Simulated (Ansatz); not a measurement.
Cost and result for the atomization energy of `C=NB(N)O` (10 atoms, 9 bonds).

```xyz
10

C     0.131   -1.416    1.316
N    -0.598   -0.791    0.513
B    -0.297    0.450   -0.169
N     0.193    0.411   -1.493
O    -0.563    1.615    0.508
H     1.141   -1.094    1.611
H    -0.221   -2.345    1.778
H     0.320   -0.458   -1.978
H     0.333    1.221   -2.068
H    -0.440    2.407   -0.017
```

Total charge 0; spin multiplicity 1. All single points use the PBE0-D4/def2-TZVP geometry. It is one conformer, not always the lowest. Program: Ansatz. All runs use 2 threads of an AMD EPYC 9B14 on a shared host. Times are those of one run each, without the atoms' runs, and a repeat can differ threefold. Electronic energies, without spin–orbit coupling; frozen cores. CCSD(T)/CBS adds CCSD(T) − MP2 in def2-TZVPP to the MP2 limit, and its time is that of the two runs behind it. T1 = 0.012. B3LYP takes the VWN-RPA correlation (the form of Gaussian; ORCA's B3LYP/G).

CCSD(T)/CBS is a level of theory with its own doubt, some kJ/mol a heavy atom from the limit and from the frozen cores, so smaller differences don't rank the functionals.

```json
{"level": "PBE-D4/def2-TZVPP (with forces)", "functions": "225", "wall time": "2.1 s", "atomization (kJ/mol)": "4246.5", "difference from CCSD(T)/CBS": "142.8", "per bond": "15.9"}
{"level": "PBE0-D4/def2-TZVPP", "functions": "225", "wall time": "2.4 s", "atomization (kJ/mol)": "4129.1", "difference from CCSD(T)/CBS": "25.4", "per bond": "2.8"}
{"level": "BHLYP-D4/def2-TZVPP", "functions": "225", "wall time": "2.5 s", "atomization (kJ/mol)": "3975.0", "difference from CCSD(T)/CBS": "-128.7", "per bond": "-14.3"}
{"level": "B3LYP-D4/def2-TZVPP (with forces)", "functions": "225", "wall time": "3.7 s", "atomization (kJ/mol)": "4141.3", "difference from CCSD(T)/CBS": "37.6", "per bond": "4.2"}
{"level": "r2SCAN-D4/def2-TZVPP (with forces)", "functions": "225", "wall time": "3.8 s", "atomization (kJ/mol)": "4113.6", "difference from CCSD(T)/CBS": "9.9", "per bond": "1.1"}
{"level": "r2SCANh-D4/def2-TZVPP", "functions": "225", "wall time": "4 s", "atomization (kJ/mol)": "4077.2", "difference from CCSD(T)/CBS": "-26.5", "per bond": "-2.9"}
{"level": "CCSD(T)/def2-SVP", "functions": "95", "wall time": "4.9 s", "atomization (kJ/mol)": "3870.8", "difference from CCSD(T)/CBS": "-232.9", "per bond": "-25.9"}
{"level": "B2PLYP/def2-TZVPP", "functions": "225", "wall time": "5.5 s", "atomization (kJ/mol)": "4091.4", "difference from CCSD(T)/CBS": "-12.3", "per bond": "-1.4"}
{"level": "PBE-QIDH/def2-TZVPP", "functions": "225", "wall time": "5.5 s", "atomization (kJ/mol)": "4071.3", "difference from CCSD(T)/CBS": "-32.4", "per bond": "-3.6"}
{"level": "ωB97M-V/def2-TZVPP (with forces)", "functions": "225", "wall time": "9 s", "atomization (kJ/mol)": "4140.7", "difference from CCSD(T)/CBS": "37.0", "per bond": "4.1"}
{"level": "MP2/def2-QZVPP", "functions": "435", "wall time": "19 s", "atomization (kJ/mol)": "4152.4", "difference from CCSD(T)/CBS": "48.7", "per bond": "5.4"}
{"level": "CCSD(T)/def2-TZVPP", "functions": "225", "wall time": "110 s", "atomization (kJ/mol)": "3980.6", "difference from CCSD(T)/CBS": "-123.1", "per bond": "-13.7"}
{"level": "CCSD(T)/CBS(def2)", "functions": "–", "wall time": "2.1 min", "atomization (kJ/mol)": "4103.7", "difference from CCSD(T)/CBS": "0.0", "per bond": "0.0"}
```

From BLYP to BHLYP (50 % exact exchange), in def2-TZVPP and without D4, the atomization energy moves by −174.8 kJ/mol: exact exchange takes away binding that semilocal exchange gives to molecules. At CCSD(T), def2-SVP lies −232.9 kJ/mol from the extrapolated value and def2-TZVPP −123.1 kJ/mol: correlation converges slowly with the basis, and small sets miss more of it in the bonded molecule than in its fragments. Leaving LDA and LC-ωPBE aside and taking each functional with its dispersion term where it has one, the values spread over 271.5 kJ/mol, from BHLYP-D4 to PBE-D4. LDA lies +541.2 kJ/mol from PBE without D4, its usual overbinding.
